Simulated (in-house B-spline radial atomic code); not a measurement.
Configurations of the sulfur ion S⁴⁺, with energies counted from [Ne] 3s2. Level of theory: non-relativistic wB97X, spin-polarised, spherical fractional occupations, point nucleus; calculated with a B-spline radial code for spherical atoms. Caution: exact exchange at fractional occupations of open shells leaves self-interaction of up to several eV. Shells without spins written out take the highest spin.

Occupations are held fixed; configurations that lie above the ionisation limit could autoionise.

```tsv
configuration	E - E(ref) (eV)	highest orbital	its <r> (bohr)
[Ne] 3s(0 up, 1 down) 4s(0 up, 1 down)	37.925	4s down	3.06
[Ne] 3s1 4f1	52.561	4f up	3.621
[He] 2s2 2p5 3s2 4d1	220.37	4d up	3.67
[He] 2s1 2p6 3s2 4d1	269.02	4d up	3.67
[He] 2s(0 up, 1 down) 2p6 3s2 4d(1 up, 0 down)	269.12	4d up	3.692
[He] 2s1 2p6 3s2 4f1	272.39	4f up	3.579
```

Q: Order these further configurations by energy, lowest first.
A. [Ne] 3s(1 up, 0 down) 3p(0 up, 1 down)
B. [He] 2s2 2p5 3s2 4f1
C. [Ne] 3s1 4p1
D. [He] 2s2 2p5 3s2 3p1
E. [He] 2s(0 up, 1 down) 2p6 3s2 4s(0 up, 1 down)

A: A (15.327 eV), C (44.053 eV), D (179.7 eV), B (223.75 eV), E (256.82 eV).

Q: How far above the reference does [He] 2s1 2p6 3s2 3d1 lie?

A: 247.76 eV; its least bound orbital is 3d up with <r> = 1.609 bohr.
